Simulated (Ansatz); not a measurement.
Gas-phase reaction in SMILES: [Cl][Ge]([Cl])([Cl])[Cl] [tetrachlorogermane] → [Cl][Ge]([Cl])[Cl] + Cl atom (the Cl-Ge bond at the site shown breaks; other sites are not compared here)
Each molecule is optimised on its own at B3LYP-D3(BJ)/def2-TZVP (Ansatz, a quantum-chemistry and plane-wave program). Frequencies are from Ansatz.

Wanted: bond dissociation energy (enthalpy at 298 K, with B3LYP-D3(BJ) rigid-rotor harmonic-oscillator terms), in eV. Correlated levels leave the core frozen unless marked. Open shells are spin-unrestricted. Spin-orbit coupling is left out. The frozen core is the preceding noble-gas configuration, with the filled d and f shells of earlier blocks. No relativistic terms. Basis-set limits of correlation are two-point, X^-3; Hartree-Fock from the larger set.

```json
[
 {"level": "SVWN5/def2-TZVPD", "program": "Ansatz", "bond dissociation energy (eV)": "4.42"},
 {"level": "PBE/def2-TZVPD", "program": "Ansatz", "bond dissociation energy (eV)": "3.76"},
 {"level": "RI-MP2/def2-TZVPP", "program": "Ansatz", "bond dissociation energy (eV)": "4.21"},
 {"level": "CCSD/def2-SVP", "program": "Ansatz", "bond dissociation energy (eV)": "3.72"},
 {"level": "CCSD/CBS(def2-TZVPP,def2-QZVPP)", "program": "Ansatz", "bond dissociation energy (eV)": "3.99"},
 {"level": "CCSD(T)/def2-SVP", "program": "Ansatz", "bond dissociation energy (eV)": "3.77"},
 {"level": "CCSD(T)/CBS(def2-TZVPP,def2-QZVPP)", "program": "Ansatz", "bond dissociation energy (eV)": "4.10"}
]
```
